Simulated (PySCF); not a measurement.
Gas-phase equilibrium of 1 mol TiCl4, 28 mol O2 at 800 K and 0.00133 bar, among 9 species (ClO, O2, O, TiCl4, O3, TiOCl2, Cl, Cl2, TiO2). Only gases are allowed; each row takes one source of thermochemistry for all species, and Cantera finds the minimum.

Method: PySCF energies (xtb for GFN2) plus ideal-gas RRHO corrections (1 bar). The comparison is the NASA 1993 polynomial table, which mixes measured and estimated data. After a fit of one offset per element over all species, the range-separated, M06-2X, PBE0/def2-QZVP and CCSD(T)/def2-TZVPP enthalpies, where run, lie to one side of the table for O3 (+19 kJ/mol), TiOCl2 (-50 kJ/mol): a fault of the table's entry, another state or a shared error of the levels is possible; this was not checked at source. S°(298 K) at PBE0/def2-TZVP differs from the NASA 1993 table for TiOCl2 (+10 J/mol/K); whether the harmonic model or the table's entry is off was not settled. † marks an energy on the PBE0/def2-TZVP geometry and frequencies; other levels use their own. Open shells (unrestricted) among the columns below: O2 (multiplicity 3), Cl (multiplicity 2, electronic degeneracy 6); the rest are closed-shell singlets. GFN2 has no spin-polarisation term. Spin-orbit splitting is ignored; it lowers the true energy and changes the entropy of Cl. The harmonic model lacks anharmonicity and excited electronic states, which grow with temperature; levels with a mode under 35 cm⁻¹ are left out. Strong static correlation: O3. Soft modes under 120 cm⁻¹ make the harmonic entropy rough for TiCl4, TiOCl2. The table's entry may be an old estimate for TiOCl2 (not checked at source). Warning, point group unlike the PBE0 one: TiOCl2 (GFN2-xTB).

Molecules larger than those listed are left out. Table species left out: Ti, TiCl, TiCl2, TiCl3, TiO, TiOCl.

With table thermochemistry: O2 0.97, O3 <1e-12, TiCl4 0.034, TiOCl2 1.3e-5, Cl2 1.2e-5, Cl 9.0e-7.

Task: How far does the composition move with the other sources (GFN2-xTB, PBE/def2-TZVP†, PBE0/def2-QZVP†, PBE0/def2-TZVP, r2SCAN/def2-TZVP†, ωB97X-V/def2-TZVP†)?

Result: 
| thermochemistry | x O2 | x O3 | x TiCl4 | x TiOCl2 | x Cl2 | x Cl |
|---|---|---|---|---|---|---|
| table | 0.97 | <1e-12 | 0.034 | 1.3e-5 | 1.2e-5 | 9.0e-7 |
| GFN2-xTB | 2.1e-5 | 0.95 | 0.050 | 0.00037 | 0.00037 | 8.5e-8 |
| PBE/def2-TZVP† | 0.97 | <1e-12 | 0.034 | 0.00027 | 0.00027 | 5.8e-7 |
| PBE0/def2-QZVP† | 0.97 | <1e-12 | 0.034 | 0.00022 | 0.00022 | 3.0e-6 |
| PBE0/def2-TZVP | 0.97 | <1e-12 | 0.034 | 0.00016 | 0.00015 | 2.9e-6 |
| r2SCAN/def2-TZVP† | 0.97 | <1e-12 | 0.034 | 2.4e-5 | 2.3e-5 | 1.2e-6 |
| ωB97X-V/def2-TZVP† | 0.97 | <1e-12 | 0.034 | 0.00041 | 0.00041 | 6.6e-6 |
The most sensitive of these is O3: it spans a factor of 10^12.0 over these rows; at this temperature one factor of ten is RT ln 10 = 15 kJ/mol.
